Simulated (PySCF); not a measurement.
# Polarisability and C₆ of V (vanadium, neutral)

[Ar] 3d3 4s2, high-spin 4F determinant. Calculation: PySCF 2.14, in ANO-RCC-VTZP (6s5p3d2f1g, 59 functions); scalar relativity by spin-free X2C-1e. Coupled (time-dependent) response in atomic units; α is the mean over directions. The basis has no added diffuse functions, which lowers α and C₆.

```json
{"method": "UHF", "mean α (bohr³)": "117.9", "C₆ (like pair)": "1312", "S(−4)": "23670"}
{"method": "PBE", "mean α (bohr³)": "86.60", "C₆ (like pair)": "914.7", "S(−4)": "4086"}
{"method": "PBE0", "mean α (bohr³)": "91.72", "C₆ (like pair)": "990.9", "S(−4)": "4647"}
{"method": "M06-2X", "mean α (bohr³)": "80.05", "C₆ (like pair)": "812.5", "S(−4)": "3316"}
```

S(−4) is the Cauchy moment in α(ω) = α(0) + S(−4) ω² + …

Reference α: 87 ± 10 bohr³ (recommended; Schwerdtfeger and Nagle, table of static dipole polarizabilities (2023 update)). Published C₆: 832.0 (Chu and Dalgarno (2004); Tang, Norbeck and Certain (1976)).

Hartree-Fock lies above the reference because it lacks correlation, which contracts the outer shell.

α(iu) at UHF:

```csv
u (hartree),α(iu) (bohr³)
0,117.9
0.0500,95.27
0.100,70.75
0.200,37.27
0.300,22.00
0.500,10.63
0.750,6.046
1.00,4.125
1.50,2.416
2.00,1.622
3.00,0.8816
5.00,0.3786
```
